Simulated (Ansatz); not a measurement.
`[NH2][Ta]([NH2])([NH2])=[S]`. The species carries charge 0 and has multiplicity 1. Ta takes the def2 core potential.

```xyz
11

N    -1.175    0.569   -1.337
Ta   -0.225    0.167    0.350
N    -0.045   -1.796    0.515
N     1.585    0.957    0.255
S    -1.319    0.975    2.049
H    -1.863    1.301   -1.440
H    -1.206   -0.051   -2.134
H    -0.634   -2.372    1.099
H     0.764   -2.320    0.215
H     2.052    1.400    1.033
H     2.068    1.170   -0.606
```

Question: List the harmonic frequencies (cm⁻¹, unscaled) at PBE0-D4/def2-TZVP in Ansatz. (Estimate.)

Answer: Computed: 152, 152, 175, 175, 182, 306, 306, 323, 475, 492, 492, 515, 575, 575, 606, 667, 667, 686, 1540, 1540, 1543, 3571, 3571, 3574, 3667, 3667, 3667.

Question: Is this a minimum?

Answer: Yes, all 27 modes are real.

Question: Give the ideal-gas thermochemistry at 298.15 K and 1 bar (rigid rotor, harmonic oscillator; point group C3, symmetry number 3).

Answer: Zero-point energy 202.5 kJ/mol; H(298) − E = 228.5 kJ/mol; entropy 376.0 J/(mol·K), of which translation 178.3, rotation 107.4, vibration 90.4; G(298) − E = 116.3 kJ/mol.

Question: Rotational constants (cm⁻¹)?

Answer: 0.09337, 0.06374, 0.06374.
